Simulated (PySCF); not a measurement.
A GIAO shielding run with PySCF 2.14 (density fitting, non-relativistic, gas phase) on SMILES CO[Si](C)(C)[SiH2][C@@H](F)C=O, C$_{5}$H$_{13}$FO$_{2}$Si$_{2}$:

```
$ OMP_NUM_THREADS=1 python probes_run.py task.json out

{"job": {"kind": "nmr", "xc": "PBE0", "basis": "pcSseg-1"}, "charge": 0, "multiplicity": 1}
C     -1.277999    -2.351196    -0.414392
O     -0.563889    -1.166113    -0.622533
Si    -0.792694     0.338190    -0.022343
C     -0.989244     0.367589     1.877291
C     -2.361285     1.144139    -0.768421
Si     1.138910     1.329003    -0.827574
C      2.591046     0.019012    -0.680553
F      3.696718     0.450199    -1.387640
C      2.904091    -0.135960     0.743029
O      2.156804    -0.615770     1.561020
H     -1.304832    -2.604023     0.646948
H     -2.301454    -2.258493    -0.785065
H     -0.771372    -3.148555    -0.959562
H     -1.893363    -0.144428     2.201842
H     -1.038782     1.383554     2.258104
H     -0.142165    -0.120114     2.352188
H     -3.270370     0.674982    -0.399584
H     -2.421517     2.199419    -0.521924
H     -2.370276     1.062159    -1.851904
H      1.608039     2.488717    -0.054815
H      1.261762     1.733971    -2.235282
H      2.257709    -0.915773    -1.134152
H      3.879411     0.296476     1.035401
```

Hardware: 1 thread of an Arm Neoverse N1, shared host. The job also computes population analyses, field gradients.

**Question.** How large is the calculation?

**Answer.** 96 electrons, 249 basis functions and 1338 auxiliary functions.

**Question.** How long does it take, and how much memory does it need?

**Answer.** 2.4 min of wall time, with 15 SCF cycles and 5 response iterations; peak memory 1.2 GiB. Times on a shared host scatter by some tens of per cent.
